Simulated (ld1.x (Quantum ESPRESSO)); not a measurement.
What one change does to a pseudopotential (B (Z = 5), RRKJ)

B (Z = 5), norm-conserving RRKJ (Kleinman–Bylander form), made with ld1.x (Quantum ESPRESSO) 7.5 (LDA (PZ), scalar-relativistic). Core [He], reference 2s2 2p1. Waves: 2s (bound): rc 1.65 bohr; 3d channel at -0.05 Ry: rc 2.85 bohr; 2p (bound): rc 2.80 bohr. Local part: the p channel. Core correction: Bessel-smoothed model core, default radius (core density twice the valence density). rho0 = 0.005.

Change: all radii but the core radius scaled by about 0.72 (s 1.20, p 2.02, d 2.06 bohr).

Cutoffs: the cutoffs (Ry, on a coarse ladder) from which the occupation-weighted sum of valence levels, in a spherical-Bessel basis at the reference potential, stays within 10 and 1 mRy of its value at 400 Ry; they do not see the model core or the augmentation charge, which bear on the density cutoff. Errors are all-electron minus pseudo energies relative to the spin-unpolarised reference configuration.

Question: Predict the effect on cutoff, ghosts and configuration errors.

Answer: The potential gets harder (30 Ry and 40 Ry → 30 Ry and 55 Ry); of the 9 tests that both files solve, the error grows in 0 and shrinks in 7 by more than 15 % and 0.3 meV (median size 25.4 → 5.8 meV); neither file shows a bound ghost. A smaller radius makes the pseudo-wave follow the all-electron one further in, where it bends more sharply, so more plane waves are needed. Less of the atom is replaced, so other configurations are described better.

| quantity | base | changed |
| --- | --- | --- |
| cutoff, loose | 30 Ry | 30 Ry |
| cutoff, tight | 40 Ry | 55 Ry |
| loose cutoff by channel (10 mRy a level) | s 25 Ry, p 12 Ry | s 25 Ry, p 18 Ry |
| bound ghosts | none | none |
| error for 2s2 2p0, meV [ΔE 8.33 eV] | +55 | +13 |
| error for 2s1 2p0, meV [ΔE 33.63 eV] | +196 | +66 |
| error for 2s2 2p0.5, meV [ΔE 2.94 eV] | +6.1 | +1.2 |
| error for 2s0 2p3, meV [ΔE 11.40 eV] | -25 | +7.4 |
| error for 2s2 2p1.3, meV [ΔE -0.77 eV] | -0.1 | 0.0 |
| error for 2s1 2p1, meV [ΔE 14.28 eV] | -42 | -5.8 |
| error for 2s1 2p2, meV [ΔE 5.69 eV] | -6.8 | +1.6 |
| error for 2s2 2p1 (spin-polarised), meV [ΔE -0.23 eV] | +5.4 | +5.2 |
| error for 2s1 2p0 (spin-polarised), meV [ΔE 32.90 eV] | +196 | +67 |
